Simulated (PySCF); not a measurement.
NICS in isomers of C8H9O2P.

Definitions: NICS(0) = −σiso at the ring centroid; NICS(1) = −σiso and NICS(1)zz = −σzz at ±1 Å along the ring normal z. Level: GIAO PBE0/pcSseg-1 (PySCF, non-relativistic, gas phase) on the GFN2-xTB geometries, one conformer each. Atom numbers follow the mapped SMILES.

Task: Order these rings by mean NICS(1)zz, lowest (most negative) first (ppm).
A. ring C5–C6–C7–C8–C10–P11 in `[CH3:1][O:2][C:3](=[O:4])[c:5]1[cH:6][cH:7][c:8]([CH3:9])[cH:10][p:11]1`
B. ring C3–C4–C5–C6–O7 in `[O:1]=[P:2]1([c:3]2[cH:4][cH:5][cH:6][o:7]2)[CH2:8][CH:9]=[CH:10][CH2:11]1`
C. ring C4–P5–C6–O7–C8 in `[CH3:1][C:2](=[O:3])[c:4]1[p:5][cH:6][o:7][c:8]1[CH:9]1[CH2:10][CH2:11]1`

Result: B (-26.9), A (-24.6), C (-21.3).

```tsv
SMILES	ring	NICS(0)	NICS(1)	NICS(1)zz	HOMA	rms pucker (Å)	ring atoms with four or more neighbours
O=P1(c2ccco2)CC=CC1	5-membered ring with O; formal bonds all aromatic	-12.0	-10.7	-26.9	0.51	0.00	0
COC(=O)c1ccc(C)cp1	6-membered ring with P; formal bonds all aromatic	-7.0	-10.3	-24.6	0.92	0.00	0
CC(=O)c1pcoc1C1CC1	5-membered ring with O and P; formal bonds all aromatic	-10.4	-9.9	-21.3	0.48	0.00	0
```

NICS(0) gives another order. The isotropic NICS(1) gives the same order. HOMA uses Krygowski's 1993 parameters. NICS(1) and NICS(1)zz are means over the two faces.
